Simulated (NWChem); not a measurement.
System: CH4F3NSi; SMILES CN[Si](F)(F)F

NWChem input:

```
start job
memory heap 200 mb stack 900 mb global 1100 mb
geometry units angstroms noautoz
  C     -0.080069     2.385538     0.073276
  N      0.667999     1.146967     0.132284
  Si     0.031086    -0.402455     0.001437
  F     -0.675990    -0.992404     1.316055
  F      1.207011    -1.426717    -0.360431
  F     -1.107945    -0.443569    -1.124940
  H     -0.245522     2.838678     1.066259
  H     -1.065735     2.202835    -0.379009
  H      0.428232     3.127004    -0.563700
  H      1.647631     1.241111     0.374327
end
basis spherical
  * library def2-svp
end
dft
  xc xpbe96 cpbe96
  iterations 150
  mulliken
end
task dft energy
```

All runs use the structure optimised with PBE0/def2-SVP.

Q: What results follow from this input? (PBE/def2-SVP.) Quantities: energy (Ha); highest occupied level (eV); orbital gap (eV); dipole (D).

A: 
```yaml
energy (Ha): -683.54
highest occupied level (eV): -6.12
orbital gap (eV): 6.26
dipole (D): 2.96
```
